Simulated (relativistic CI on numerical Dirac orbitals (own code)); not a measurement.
## Crystal-field levels of Mo4+, 4d2

Calculated by Dirac-Coulomb-Breit CI, separate exchange-only KLI orbitals for each configuration, QED by a radiative potential, valence Slater integrals scaled by 0.7, one configuration in a parametric crystal field (own radial code).

Field parameters in Wybourne normalisation: Oh B⁴₀ = 21Dq, B⁴₄ = √(5/14) B⁴₀. The field is a parameter set, without covalency.

S is read from ⟨S²⟩ = S(S + 1).

Levels (cm⁻¹, degeneracy): 0 (2), 62 (3), 1213 (3), 1732 (1), 9424 (3), 9646 (2), 17856 (1), 18144 (3), 18506 (3), 18543 (2), 20246 (1), 25527 (1).

Task: Which field gives this pattern?
A. Oh, 10Dq = 42050 cm⁻¹
B. Oh, 10Dq = 36250 cm⁻¹
C. Oh, 10Dq = 18850 cm⁻¹
D. Oh, 10Dq = 24650 cm⁻¹

Result: C. Oh, 10Dq = 18850 cm⁻¹, ground level with S = 1.00.
